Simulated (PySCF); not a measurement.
**Exercise with solution: oscillator strength and radiative lifetime**

anisole (C₇H₈O), SMILES COc1ccccc1.

Geometry optimised at r2SCAN-D4/def2-SVP. Other conformers were not sampled.

PySCF with TDA-PBE/def2-SVPD puts the first singlet state with f over 0.02 at 4.80 eV (vertical), with the transition dipole (-0.481, 0.111, 0.000) in atomic units.

Question: Find the oscillator strength, the wavelength and the radiative lifetime that this transition would have in vacuum if emission retraced absorption.

Answer: 
|μ|² = 0.2437 au, so |μ| = 1.25 D. ΔE = 4.80/27.211 = 0.1764 hartree. f = (2/3) ΔE |μ|² = 0.029 (the program prints 0.029).
λ = 1239.84/4.80 = 258 nm; ν = 38715 cm⁻¹.
Einstein's coefficient A = 0.6670 ν² f s⁻¹ (ν in cm⁻¹) = 2.9e7 s⁻¹, so τ = 1/A = 35 ns. This state is S1. The figure is the radiative limit of this one transition; relaxation, internal conversion, crossing to triplets and a medium change what is measured.
